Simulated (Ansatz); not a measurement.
Mulliken charges of `C[O][AlH][F]` from r2SCAN/def2-TZVPP in Ansatz (PBE0-D4/def2-TZVP geometry).

| atom | x (Å) | y (Å) | z (Å) | charge (e) |
| --- | --- | --- | --- | --- |
| C1 | 0.299 | 1.250 | -0.037 | 0.029 |
| O2 | 0.135 | 0.006 | 0.579 | -0.393 |
| Al3 | -0.315 | -1.547 | 0.159 | 0.706 |
| F4 | -0.715 | -1.892 | -1.403 | -0.366 |
| H5 | 1.331 | 1.594 | 0.085 | 0.052 |
| H6 | 0.072 | 1.218 | -1.109 | 0.053 |
| H7 | -0.360 | 1.988 | 0.431 | 0.052 |
| H8 | -0.357 | -2.673 | 1.240 | -0.132 |

Problem. By hand: the dipole of these point charges (1 e Å = 4.8032 D).

Solution. Σ q r = (0.096, 0.238, 0.202) e Å, of length 0.327 e Å = 1.57 D.

Problem. How does the dipole of the full density compare? (Best estimate.)

Solution. Computed: (0.066, 0.214, 0.083) e Å, 1.15 D; the point charges give 1.37 times that, at 18° from its direction.

Point charges leave out the atoms' own dipoles, such as those of lone pairs, and Mulliken's split depends on the basis, so the two needn't agree.
